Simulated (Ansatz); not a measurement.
Ansatz (a first-principles code) input (CCSD(T)/aug-cc-pV(D+d)Z):
A basis named .json is the Basis Set Exchange file of that set.

Ansatz 0.2 input:
```yaml
crystal:
  periodic: [false, false, false]
  atoms:
    - {symbol: Si, position_ang: [0.38509146, -0.15648710, -0.08466370]}
    - {symbol: C, position_ang: [-0.68619695, -0.04999274, -1.63617877]}
    - {symbol: N, position_ang: [-0.54979330, -1.06138501, 1.06062225]}
    - {symbol: N, position_ang: [0.70051244, 1.35561558, 0.67733499]}
    - {symbol: H, position_ang: [-1.64998828, 0.40585130, -1.38912466]}
    - {symbol: H, position_ang: [-0.86362782, -1.03844861, -2.06547680]}
    - {symbol: H, position_ang: [-0.20040031, 0.56409111, -2.39543449]}
    - {symbol: H, position_ang: [-1.13906250, -1.81531036, 0.74071685]}
    - {symbol: H, position_ang: [-0.16688683, -1.26908123, 1.97060042]}
    - {symbol: H, position_ang: [0.14947960, 1.69920740, 1.44914436]}
    - {symbol: H, position_ang: [1.54135322, 1.88485230, 0.52623795]}
basis:
  gaussian:
    orbitals: aug-cc-pV_D+d_Z.json
magnetization: {spin_polarized: true, initial_magnetization: 1}
correlation: {method: ccsd_t, electrons: outside_noble_gas}
output: {forces: true}
```

End of the output:

```
integrals: 0.92 GiB planned
1629 factors; integrals over basis functions are off by at most 9.9e-4 eV
mean field: 1.11 GiB planned
mean field evaluation 1: about -11962.0755 eV, gradient 3.6e1 eV
mean field evaluation 2: about -11962.1099 eV, gradient 3.6e1 eV
mean field evaluation 4: about -11968.3729 eV, gradient 3.2e0 eV
mean field evaluation 8: about -11968.5032 eV, gradient 1.6e-1 eV
mean field evaluation 16: about -11968.4353 eV, gradient 1.0e0 eV
mean field -11968.50396252 eV, -439.8344080794 hartree, gradient 4.9e-6 eV, S^2 0.754380; 0 other end points of the search recorded, 0 dependent functions left out
8 core orbitals not correlated
reference -11968.50396252 eV, -439.8344080794 hartree; 13, 12 occupied and 143, 144 virtual orbitals, 1629 factors
densities: 7.30 GiB planned
second order -16.50444198 eV of doubles, -0.00000000 eV of singles
coupled cluster: 3.85 GiB planned
cycle   1  -17.21269843 eV  change   -7.1e-1 eV  update   9.1e-2
cycle   2  -17.62402170 eV  change   -4.1e-1 eV  update   2.8e-2
cycle   3  -17.72194639 eV  change   -9.8e-2 eV  update   1.6e-2
cycle   4  -17.71913749 eV  change    2.8e-3 eV  update   5.7e-3
cycle   5  -17.71771740 eV  change    1.4e-3 eV  update   3.1e-3
cycle   6  -17.71824557 eV  change   -5.3e-4 eV  update   1.2e-3
cycle   7  -17.71825281 eV  change   -7.2e-6 eV  update   4.7e-4
cycle   8  -17.71834522 eV  change   -9.2e-5 eV  update   1.8e-4
cycle   9  -17.71838218 eV  change   -3.7e-5 eV  update   8.2e-5
cycle  10  -17.71835349 eV  change    2.9e-5 eV  update   3.9e-5
cycle  11  -17.71836589 eV  change   -1.2e-5 eV  update   1.9e-5
cycle  12  -17.71837227 eV  change   -6.4e-6 eV  update   8.1e-6
cycle  13  -17.71837665 eV  change   -4.4e-6 eV  update   3.7e-6
cycle  14  -17.71837848 eV  change   -1.8e-6 eV  update   1.6e-6
perturbative correction -0.57911467 eV, -0.0212820714 hartree
the calculation of the forces begins
Total energy: -11986.80145567 eV, -440.5068285499 hartree
Atom 0 at     0.385091    -0.156487    -0.084664 Å, force     0.187047    -0.160192    -0.454193 eV/Å
Atom 1 at    -0.686197    -0.049993    -1.636179 Å, force     0.213276    -0.071151     0.269822 eV/Å
Atom 2 at    -0.549793    -1.061385     1.060622 Å, force    -0.185318     0.162410     0.109873 eV/Å
Atom 3 at     0.700512     1.355616     0.677335 Å, force     0.026544     0.118455     0.037034 eV/Å
Atom 4 at    -1.649988     0.405851    -1.389125 Å, force    -0.418484     0.198898     0.122075 eV/Å
Atom 5 at    -0.863628    -1.038449    -2.065477 Å, force    -0.088541    -0.454003    -0.201059 eV/Å
Atom 6 at    -0.200400     0.564091    -2.395434 Å, force     0.220544     0.287205    -0.349741 eV/Å
Atom 7 at    -1.139063    -1.815310     0.740717 Å, force    -0.220434    -0.316293    -0.118672 eV/Å
Atom 8 at    -0.166887    -1.269081     1.970600 Å, force     0.147309    -0.102405     0.351003 eV/Å
Atom 9 at     0.149480     1.699207     1.449144 Å, force    -0.219802     0.120924     0.291706 eV/Å
Atom 10 at     1.541353     1.884852     0.526238 Å, force     0.337858     0.216152    -0.057850 eV/Å
Dipole moment:    -0.053573    -0.028235     0.176143 e Å
```

It need not be the lowest isomer of its formula.
